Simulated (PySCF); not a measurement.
## Interval between two levels of Ir(3+) by level of theory

Ir(3+) [Xe] 4f14 5d6 [5D4, M_J = 4] → Ir(3+) [Xe] 4f14 5d5 6p1 [7P4, M_J = 4], as a difference of total energies. All numbers are calculated (PySCF 2.14, the two-component X2C-1e Hamiltonian, in x2c-SVPall-2c with one added diffuse shell each of s, d type (8s9p10d2f, 99 functions)). Correlated levels: [Kr] 4d10 4f14 frozen; the 22 highest virtual spinors dropped. "Screened" scales the spin-orbit matrix elements by Boettger's factors to mimic the two-electron term; Breit and QED terms are absent.

| method | interval between two levels (cm⁻¹) |
| --- | --- |
| GHF (spin-free) | 120400 |
| GMP2 (spin-free) | 123490 |
| GHF (screened spin-orbit) | 125500 |
| GMP2 (screened spin-orbit) | 128620 |

The labels give the starting determinants; with spin-orbit coupling the two ends relaxed to ⟨J²⟩ = 20.04, ⟨L²⟩ = 6.95, ⟨S²⟩ = 5.60 and ⟨J²⟩ = 20.00, ⟨L²⟩ = 2.59, ⟨S²⟩ = 11.44.
